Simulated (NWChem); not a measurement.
System: GeBr cation, singlet

The following NWChem deck was run.

```
start job
memory heap 200 mb stack 900 mb global 1100 mb
charge 1
geometry units angstroms noautoz
  Ge     0.000000     0.000000    -1.167360
  Br     0.000000     0.000000     1.067563
end
basis spherical
  * library cc-pvdz
end
dft
  xc b3lyp
  iterations 150
  mulliken
end
task dft energy
```

Output (shortened):

```
             Northwest Computational Chemistry Package (NWChem) 7.3.0
             --------------------------------------------------------

 ORDER OF PRIMARY AXIS IS BEING SET TO 4
 C4V symmetry detected

                             Geometry "geometry" -> ""
                             -------------------------

 Output coordinates in angstroms (scale by  1.889725989 to convert to a.u.)

  No.       Tag          Charge          X              Y              Z
 ---- ---------------- ---------- -------------- -------------- --------------
    1 Ge                  32.0000     0.00000000     0.00000000    -1.16749709
    2 Br                  35.0000     0.00000000     0.00000000     1.06742591

 Effective nuclear repulsion energy (a.u.)     265.1896816488

      Symmetry information
      --------------------

 Group name             C4v
 Group number             18
 Group order               8
 No. of unique centers     2

                                 NWChem DFT Module
                                 -----------------

 Summary of "ao basis" -> "ao basis" (spherical)
 ------------------------------------------------------------------------------
       Tag                 Description            Shells   Functions and Types
 ---------------- ------------------------------  ------  ---------------------
 Ge                         cc-pvdz                 11       27   5s4p2d
 Br                         cc-pvdz                 11       27   5s4p2d

      Symmetry analysis of basis
      --------------------------

        a1         22
        a2          0
        b1          4
        b2          4
        e          24

            General Information
            -------------------
          SCF calculation type: DFT
          Wavefunction type:  closed shell.
          No. of atoms     :     2
          No. of electrons :    66
           Alpha electrons :    33
            Beta electrons :    33
          Charge           :     1
          Spin multiplicity:     1
          Use of symmetry is: on ; symmetry adaption is: on
          Maximum number of iterations: 150
          AO basis - number of functions:    54
                     number of shells:    22
          Convergence on energy requested:  1.00D-06
          Convergence on density requested:  1.00D-05
          Convergence on gradient requested:  5.00D-04

              XC Information
              --------------
                         B3LYP Method XC Potential
                     Hartree-Fock (Exact) Exchange  0.200
                        Slater Exchange Functional  0.800 local
                    Becke 1988 Exchange Functional  0.720 non-local
              Lee-Yang-Parr Correlation Functional  0.810
                  VWN I RPA Correlation Functional  0.190 local

             Grid Information
             ----------------
          Grid used for XC integration:  medium
          Radial quadrature: Mura-Knowles
          Angular quadrature: Lebedev.
          Tag              B.-S. Rad. Rad. Pts. Rad. Cut. Ang. Pts.
          ---              ---------- --------- --------- ---------
          Ge                  1.25      112           8.0       590
          Br                  1.15      112           8.0       590
          Grid pruning is: on
          Number of quadrature shells:   224
          Spatial weights used:  Erf1

      Superposition of Atomic Density Guess
      -------------------------------------

 Sum of atomic energies:       -4647.64930891

 Renormalizing density from      67.00 to     66

      Non-variational initial energy
      ------------------------------

 Total energy =   -4605.224995
 1-e energy   =   -6900.470252
 2-e energy   =    2030.055576
 HOMO         =      -0.712523
 LUMO         =      -0.366133

      Symmetry analysis of molecular orbitals - initial
      -------------------------------------------------

 !! scf_movecs_sym_adapt:    8 vectors were symmetry contaminated

  Symmetry fudging

 !! scf_movecs_sym_adapt:    8 vectors were symmetry contaminated

  Numbering of irreducible representations:

     1 a1          2 a2          3 b1          4 b2          5 e

  Orbital symmetries:

     1 a1          2 a1          3 a1          4 a1          5 e
     6 e           7 a1          8 a1          9 e          10 e
    11 a1         12 a1         13 e          14 e          15 a1
    16 a1         17 e          18 e          19 a1         20 e
    21 e          22 b2         23 b1         24 a1         25 e
    26 e          27 b1         28 b2         29 a1         30 a1
    31 e          32 e          33 a1         34 e          35 e
    36 a1         37 a1         38 e          39 e          40 a1
    41 e          42 e          43 b1

     ---------------------------------------------
      Total Density - Mulliken Population Analysis
     ---------------------------------------------

    Atom       Charge   Shell Charges
 -----------   ------   -------------------------------------------------------
    1 Ge  32    30.55   2.00  2.00  2.00  1.38  0.62  6.00  5.98  0.37  0.13 10.03  0.05
    2 Br  35    35.45   2.00  2.00  1.99  1.27  0.69  6.00  5.98  3.44  2.05 10.02  0.00

   convergence    iter        energy       DeltaE   RMS-Dens  Diis-err
 ---------------- ----- ----------------- --------- --------- ---------
 d= 0,ls=0.0,diis     1  -4650.6752475997 -4.92D+03  4.46D-02  2.41D+00
 d= 0,ls=0.0,diis     2  -4649.0113808567  1.66D+00  4.18D-02  9.08D+00
 d= 0,ls=0.0,diis     3  -4650.8066756112 -1.80D+00  1.32D-02  4.96D-01
 d= 0,ls=0.0,diis     4  -4650.9102651120 -1.04D-01  1.75D-03  1.80D-02
 d= 0,ls=0.0,diis     5  -4650.9123729532 -2.11D-03  5.94D-04  2.49D-03

 !! scf_movecs_sym_adapt:    2 vectors were symmetry contaminated

  Symmetry fudging
  Resetting Diis
 d= 0,ls=0.0,diis     6  -4650.9128238898 -4.51D-04  2.19D-04  2.75D-04
 d= 0,ls=0.0,diis     7  -4650.9128879489 -6.41D-05  1.05D-04  5.87D-06
 d= 0,ls=0.0,diis     8  -4650.9128840218  3.93D-06  6.95D-05  2.62D-05
 d= 0,ls=0.0,diis     9  -4650.9128891888 -5.17D-06  3.31D-06  4.62D-08
 d= 0,ls=0.0,diis    10  -4650.9128891953 -6.51D-09  1.04D-06  4.19D-09

         Total DFT energy =    -4650.912889195270
      One electron energy =    -6986.586259750770
           Coulomb energy =     2240.570758047989
    Exchange-Corr. energy =     -170.087069141325
 Nuclear repulsion energy =      265.189681648836

 Numeric. integr. density =       66.000000035306

                  Occupations of the irreducible representations
                  ----------------------------------------------

                     irrep           alpha         beta
                     --------     --------     --------
                     a1               15.0         15.0
                     a2                0.0          0.0
                     b1                2.0          2.0
                     b2                2.0          2.0
                     e                14.0         14.0

                       DFT Final Molecular Orbital Analysis
                       ------------------------------------

 Vector   31  Occ=2.000000D+00  E=-5.623089D-01  Symmetry=a1
              MO Center=  2.0D-16,  5.7D-17, -2.0D-01, r^2= 3.4D+00
   Bfn.  Coefficient  Atom+Function         Bfn.  Coefficient  Atom+Function
  ----- ------------  ---------------      ----- ------------  ---------------
    41      0.443533  2 Br pz                44      0.345901  2 Br pz
    14     -0.339440  1 Ge pz                 4      0.321473  1 Ge s
     5      0.279745  1 Ge s                 17     -0.125950  1 Ge pz
    32      0.066470  2 Br s                 25     -0.058447  1 Ge d  0
    20      0.052899  1 Ge d  0               3      0.042659  1 Ge s

 Vector   32  Occ=2.000000D+00  E=-5.548608D-01  Symmetry=e
              MO Center= -6.7D-16, -2.8D-16,  7.8D-01, r^2= 1.8D+00
   Bfn.  Coefficient  Atom+Function         Bfn.  Coefficient  Atom+Function
  ----- ------------  ---------------      ----- ------------  ---------------
    39      0.501120  2 Br px                42      0.430947  2 Br px
    40      0.190125  2 Br py                12      0.169969  1 Ge px
    43      0.163501  2 Br py                15      0.104375  1 Ge px
    13      0.064486  1 Ge py                26     -0.053917  1 Ge d  1
    16      0.039600  1 Ge py                53      0.038203  2 Br d  1

 Vector   33  Occ=2.000000D+00  E=-5.548608D-01  Symmetry=e
              MO Center= -3.3D-16, -3.0D-16,  7.8D-01, r^2= 1.8D+00
   Bfn.  Coefficient  Atom+Function         Bfn.  Coefficient  Atom+Function
  ----- ------------  ---------------      ----- ------------  ---------------
    40      0.501120  2 Br py                43      0.430947  2 Br py
    39     -0.190125  2 Br px                13      0.169969  1 Ge py
    42     -0.163501  2 Br px                16      0.104375  1 Ge py
    12     -0.064486  1 Ge px                24      0.053917  1 Ge d -1
    15     -0.039600  1 Ge px                51     -0.038203  2 Br d -1

 Vector   34  Occ=0.000000D+00  E=-3.561723D-01  Symmetry=e
              MO Center= -3.0D-16, -3.4D-16, -9.1D-01, r^2= 2.9D+00
   Bfn.  Coefficient  Atom+Function         Bfn.  Coefficient  Atom+Function
  ----- ------------  ---------------      ----- ------------  ---------------
    12      0.485681  1 Ge px                15      0.427413  1 Ge px
    13      0.314934  1 Ge py                16      0.277151  1 Ge py
    42     -0.230912  2 Br px                39     -0.194077  2 Br px
    43     -0.149732  2 Br py                40     -0.125847  2 Br py
    53      0.039146  2 Br d  1              51     -0.025384  2 Br d -1

 Vector   35  Occ=0.000000D+00  E=-3.561723D-01  Symmetry=e
              MO Center= -9.4D-17,  1.7D-16, -9.1D-01, r^2= 2.9D+00
   Bfn.  Coefficient  Atom+Function         Bfn.  Coefficient  Atom+Function
  ----- ------------  ---------------      ----- ------------  ---------------
    13      0.485681  1 Ge py                16      0.427413  1 Ge py
    12     -0.314934  1 Ge px                15     -0.277151  1 Ge px
    43     -0.230912  2 Br py                40     -0.194077  2 Br py
    42      0.149732  2 Br px                39      0.125847  2 Br px
    51     -0.039146  2 Br d -1              53     -0.025384  2 Br d  1

 Vector   36  Occ=0.000000D+00  E=-2.332517D-01  Symmetry=a1
              MO Center= -3.2D-16, -1.5D-16, -7.5D-01, r^2= 4.1D+00
   Bfn.  Coefficient  Atom+Function         Bfn.  Coefficient  Atom+Function
  ----- ------------  ---------------      ----- ------------  ---------------
    17      0.807298  1 Ge pz                44      0.599235  2 Br pz
    32     -0.529299  2 Br s                 14      0.506725  1 Ge pz
    41      0.308972  2 Br pz                 5      0.296182  1 Ge s
     4      0.242376  1 Ge s                 31     -0.145362  2 Br s
    25     -0.085277  1 Ge d  0              20      0.069984  1 Ge d  0

     ---------------------------------------------
      Total Density - Mulliken Population Analysis
     ---------------------------------------------

    Atom       Charge   Shell Charges
 -----------   ------   -------------------------------------------------------
    1 Ge  32    31.13   2.00  2.00  2.01  1.36  0.58  6.00  6.00  0.74  0.33  9.92  0.18
    2 Br  35    34.87   2.00  2.00  2.03  1.13  0.80  6.00  6.01  2.67  2.20  9.95  0.08

     -------------------------------------------
      Total Density - Lowdin Population Analysis
     -------------------------------------------

    Atom       Charge   Shell Charges
 -----------   ------   -------------------------------------------------------
    1 Ge  32    31.32   2.00  1.99  1.85  1.23  0.81  6.00  5.93  0.72  0.61  9.78  0.39
    2 Br  35    34.68   2.00  1.99  1.78  1.15  0.89  6.00  5.92  2.60  2.32  9.80  0.24

     Multipole analysis of the density
     ---------------------------------

     L   x y z        total         alpha         beta         nuclear
     -   - - -        -----         -----         ----         -------
     0   0 0 0      1.000000    -33.000000    -33.000000     67.000000

     1   1 0 0     -0.000000     -0.000000     -0.000000      0.000000
     1   0 1 0     -0.000000     -0.000000     -0.000000      0.000000
     1   0 0 1     -1.410708     -0.705354     -0.705354     -0.000000

     2   2 0 0    -22.221655    -11.110828    -11.110828      0.000000
     2   1 1 0      0.000000      0.000000      0.000000      0.000000
     2   1 0 1      0.000000      0.000000      0.000000      0.000000
     2   0 2 0    -22.221655    -11.110828    -11.110828      0.000000
     2   0 1 1     -0.000000     -0.000000     -0.000000      0.000000
     2   0 0 2    -16.462351   -157.316888   -157.316888    298.171425
```

Level: B3LYP/cc-pVDZ. Low-valent species are run as closed-shell singlets; no triplet was tried in these runs. The geometry was optimised at B3LYP/6-31G* (spherical d). B3LYP is NWChem's, with the RPA form of VWN correlation.
